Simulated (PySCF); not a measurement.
C9H5FO2.
Numbering: `[O:1]=[C:2]([F:3])[c:4]1[cH:5][c:6]2[cH:7][cH:8][cH:9][cH:10][c:11]2[o:12]1`

Structure used (PBE0-D3(BJ)/def2-SVP), in Å, numbered top down from 1:
```xyz
17
C9H5FO2 angstrom
O      3.7035   -1.4833   -1.2923
C      3.3027   -0.6607   -0.5411
F      4.1347    0.1037    0.1827
C      1.9175   -0.3090   -0.2472
C      1.3891    0.6318    0.5919
C     -0.0310    0.5131    0.4594
C     -1.1490    1.1551    1.0177
C     -2.4084    0.7351    0.6200
C     -2.5732   -0.3059   -0.3164
C     -1.4858   -0.9565   -0.8847
C     -0.2282   -0.5229   -0.4768
O      0.9554   -1.0112   -0.8981
H      1.9568    1.3156    1.2180
H     -1.0260    1.9617    1.7432
H     -3.2947    1.2173    1.0377
H     -3.5831   -0.6085   -0.6023
H     -1.5984   -1.7636   -1.6096
```

Definitions: NICS(0) = −σiso at the ring centroid; NICS(1) = −σiso and NICS(1)zz = −σzz at ±1 Å along the ring normal z. Level: GIAO PBE0/pcSseg-1 (PySCF, non-relativistic, gas phase) on the PBE0-D3(BJ)/def2-SVP geometry, one conformer.

Rings: 1. C4–C5–C6–C11–O12; 2. C6–C7–C8–C9–C10–C11.

```
set  NICS(0)  NICS(1), two faces  NICS(1)zz, two faces
  P    -11.0       -10.1 / -10.1         -23.1 / -23.1
  Q    -10.0       -11.8 / -11.8         -29.1 / -29.1
```

Problem. Which set (ppm) belongs to which ring?

Solution. P = 1, Q = 2.
- 1 (5-membered ring with O; formal bonds all aromatic): mean NICS(1)zz -23.1 ppm, shielded, aromatic by this magnetic criterion (flat ring, no four-coordinate atom), though in fused rings the probe also feels the neighbouring ring.
- 2 (6-membered carbocycle; formal bonds all aromatic): mean NICS(1)zz -29.1 ppm, shielded. For a flat ring without four-coordinate atoms the NICS criterion counts such a value as aromatic, though in fused rings the probe also feels the neighbouring ring.

Problem. How do the rings differ in shape?

Solution. 
```
ring                          bond lengths (Å)  rms pucker (Å)  HOMA  nearest outside atom to a NICS(1) probe (Å)
   1         1.367, 1.431, 1.410, 1.348, 1.357            0.00  0.37                                hydrogen 2.50
   2  1.405, 1.386, 1.410, 1.389, 1.391, 1.410            0.00  0.95                                hydrogen 2.67
```

HOMA = 1 − mean of α(R − Ropt)² over the ring bonds, with Krygowski's 1993 parameters (CC: Ropt 1.388 Å, α 257.7 Å⁻²; CO: Ropt 1.265 Å, α 157.38 Å⁻²).
